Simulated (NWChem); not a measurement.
Molecule: SiNH2F, singlet; SMILES N[Si]F

```xyz
5

Si    -0.6431     0.0508     0.0000
F      0.4575     1.2754     0.0000
N      0.4635    -1.2576     0.0000
H      1.4761    -1.1585     0.0000
H      0.1656    -2.2277     0.0000
```
Atoms are numbered in this order, from 1.

All runs: NWChem. Low-valent species are run as closed-shell singlets; no triplet was tried in these runs. All runs use the structure optimised with PBE0/def2-SVP.

Question: What does the run give for B3LYP/def2-SVP? Quantities: highest occupied level (eV); orbital gap (eV); dipole (D).

Answer: The highest occupied level (eV) comes out as -6.86 and the orbital gap (eV) is 5.76. The dipole (D) comes out as 2.53.
